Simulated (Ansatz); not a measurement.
Ansatz (an electronic-structure program) job for C2HAlN2O2, SMILES [N](=C=O)[AlH][N]=C=O, PBE/def2-SVPD. Geometry: PBE0-D3(BJ)/def2-SVP. The structure was generated by enumeration; whether it is a known compound was not checked. The values are those of a single conformer.

Ansatz 0.2 input:
```yaml
crystal:
  periodic: [false, false, false]
  atoms:
    - {symbol: Al, position_ang: [0.00000000, 0.00000000, 1.14398543]}
    - {symbol: H, position_ang: [-0.00000000, 0.00000000, 2.70834280]}
    - {symbol: N, position_ang: [0.00000000, 1.51257915, 0.22687870]}
    - {symbol: C, position_ang: [-0.00000000, 2.54017853, -0.39679589]}
    - {symbol: O, position_ang: [0.00000000, 3.53890263, -0.99968153]}
    - {symbol: N, position_ang: [-0.00000000, -1.51257916, 0.22687870]}
    - {symbol: C, position_ang: [0.00000000, -2.54017853, -0.39679589]}
    - {symbol: O, position_ang: [0.00000000, -3.53890263, -0.99968153]}
basis:
  gaussian:
    orbitals: def2-SVPD
hamiltonian:
  xc: {name: PBE}
```

Log of the run:

```
WARN ansatz: RAYON_NUM_THREADS=1 ignored (pool sized by the plan → 1); use --threads N
Functional definition: PBE
integrals: 0.09 GiB planned
1351 factors; their error is unknown
mean field: 0.57 GiB planned
mean field evaluation 1: about -15727.7659 eV, gradient 8.7e1 eV
mean field evaluation 2: about -15689.9643 eV, gradient 1.5e2 eV
mean field evaluation 4: about -15740.7884 eV, gradient 2.7e1 eV
mean field evaluation 8: about -15742.2377 eV, gradient 1.6e-1 eV
mean field evaluation 16: about -15742.1555 eV, gradient 5.2e-4 eV
mean field -15742.15547613 eV, -578.5135433317 hartree, gradient 3.9e-5 eV, S^2 0.000000; 0 other end points of the search recorded, 0 dependent functions left out
reference -15742.15554192 eV, -578.5135457493 hartree; 28, 28 occupied and 130, 130 virtual orbitals, 1351 factors
Total energy: -15742.15554192 eV, -578.5135457493 hartree
```

The run converged.

Cost: very roughly 2.7 core-seconds.
